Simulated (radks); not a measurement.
The numbers below are computed, except where a source is named.
Q: All-electron atom: the caesium ion Cs49+ in [He] 2s2 2p2. Code: a radial shooting solver on a logarithmic mesh with Libxc functionals. Model: scalar-relativistic Kohn-Sham, PBE, spin-polarised, spherical densities, finite nucleus; open shells are filled with parallel spins first (spin-orbit coupling, left out, can overturn this in heavy ions); Fermi nuclear charge, rms radius 4.8041 fm. Some entries of the table are withheld. Estimate them.

orbital  occ.  eigenvalue (eV)  r(max) (bohr)
1s up       1        -40281.14        0.01677
1s down     1        -40253.39        0.01676
2s up       1        -9467.597            (1)
2s down     1        -9418.622            (2)
2p up       2        -9005.455            (3)
2p down     0        -8947.363            (4)

A: 
(1) 2s up r(max) (bohr): 0.09230
(2) 2s down r(max) (bohr): 0.09245
(3) 2p up r(max) (bohr): 0.07339
(4) 2p down r(max) (bohr): 0.07355
